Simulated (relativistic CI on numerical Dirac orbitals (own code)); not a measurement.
Method of calculation: Dirac-Coulomb-Breit CI, KLI orbitals optimised for each configuration, QED by a radiative potential, unscaled Slater integrals (own radial code, finite nucleus).

The strongest absorption lines from the ground level of an ion, among the configurations computed and to levels below about 1570 eV (vacuum wavelength in nm, gf): 0.79182 (0.63), 0.79262 (0.38), 0.79616 (0.26), 0.79642 (0.067), 2.7791 (0.088), 3.1275 (2), 3.3107 (1.5), 3.4841 (0.15).

**Question.** Which ion is it?
A. Tm XLVII
B. Tm XLIII
C. Pm XXXVII
D. Tm XLV

**Answer.** D. Tm XLV has 25 electrons and the ground level 3s2 3p6 3d7 4F_9/2; the strongest line goes to 3s2 3p5 3d8 4D°_7/2. The pattern of lines fixes the number of electrons, and along that sequence the line energies rise steadily with the charge (about as its square where n changes within one kind of shell, about linearly where n is kept but much faster in heavy ions where fine structure, which grows about as Z⁴, sets the gap, and irregularly where shells cross), which fixes Z. Configurations outside the model, such as inner-shell arrays, can give stronger lines. At this charge energies of transitions that change n are usually good to better than 1 %, and those within a shell (Δn = 0) to a few per cent.

LS names give the leading component of a level, which can be under half, so a name can repeat, a term be missing and a line seem to break the LS rules.
